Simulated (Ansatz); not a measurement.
The molecule HfB, multiplicity 4 (lowest of 2S+1 = 2, 4, 6 at CCSD(T)/def2-TZVPP on PBE0 minima; our sources give no spin for the ground state, which may be another). No spin–orbit coupling. The T1 diagnostic near the minimum is 0.064, so single-reference values are doubtful.

Seven points along R, fitted to fifth degree in 1/R; most abundant isotopes. Runs in def2 and cc sets follow the lowest solution found near the PBE0 minimum.

Programs: Ansatz (a quantum-chemistry and plane-wave program) with Gaussian orbitals. Each number belongs to the level named beside it. In def2 rows elements past Kr take small-core potentials, without spin–orbit coupling.

Q: What bond length and harmonic frequency does SVWN5/def2-TZVPP give?

A: r_e = 2.155 Å, ω_e = 595 cm⁻¹.

Q: What bond length and harmonic frequency does BHLYP/def2-TZVPP give?

A: r_e = 2.150 Å, ω_e = 613 cm⁻¹.

Q: What bond length and harmonic frequency does wB97X-V/def2-TZVPP give?

A: r_e = 2.144 Å, ω_e = 628 cm⁻¹.
